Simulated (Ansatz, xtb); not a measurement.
## CH4AlGe: where a starting geometry ends

The starting geometry of this gas-phase doublet was built from a drawn formula by distance geometry; its bonds are those of `[H]/[C]=[GeH]\[AlH2]`.

| atom | x (Å) | y (Å) | z (Å) |
| --- | --- | --- | --- |
| C | -1.8644 | -1.8760 | 2.1099 |
| Al | -0.9072 | 0.3637 | -0.3372 |
| Ge | -0.3360 | -1.1845 | 1.6911 |
| H | -2.8027 | -1.5874 | 1.6237 |
| H | 0.4718 | -0.5392 | 2.6118 |
| H | -0.4904 | 1.8923 | -0.2365 |
| H | -1.7302 | -0.2742 | -1.5639 |

Task: Predict what becomes of its bonds when it is optimised with r2SCAN-D4/def2-SVP.

Result: It keeps its bonds, and is `[H]/[C]=[GeH]\[AlH2]`. Distances that change by over a tenth: Ge3–H5 (1.38 → 1.53 Å).

The energy falls by 1.02 eV over 13 steps:

```csv
step,E − E(last) (eV)
1,1.015
2,0.276
4,0.076
5,0.052
6,0.036
8,0.020
9,0.013
10,0.001
12,0.000
13,0.000
```

Final geometry (Å):

```yaml
atoms:
  - { symbol: C, position_ang: [-1.8519, -1.9564, 2.0547] }
  - { symbol: Al, position_ang: [-0.8813, 0.5667, -0.3570] }
  - { symbol: Ge, position_ang: [-0.6433, -0.6820, 1.7082] }
  - { symbol: H, position_ang: [-2.7473, -2.4803, 1.7122] }
  - { symbol: H, position_ang: [0.4220, -0.5409, 2.8038] }
  - { symbol: H, position_ang: [0.1467, 1.7158, -0.7359] }
  - { symbol: H, position_ang: [-2.1039, 0.1718, -1.2870] }
```

From the same start GFN2-xTB ends elsewhere, differing in C1–Al2 (1.96 against 3.62 Å here), Al2–Ge3 (3.65 against 2.43 Å here).

The end wasn't checked by frequencies. Open shells are spin-unrestricted. Run with Ansatz 0.2.0, 4.5 min on 1 thread of AMD EPYC (Zen 3) (shared host).
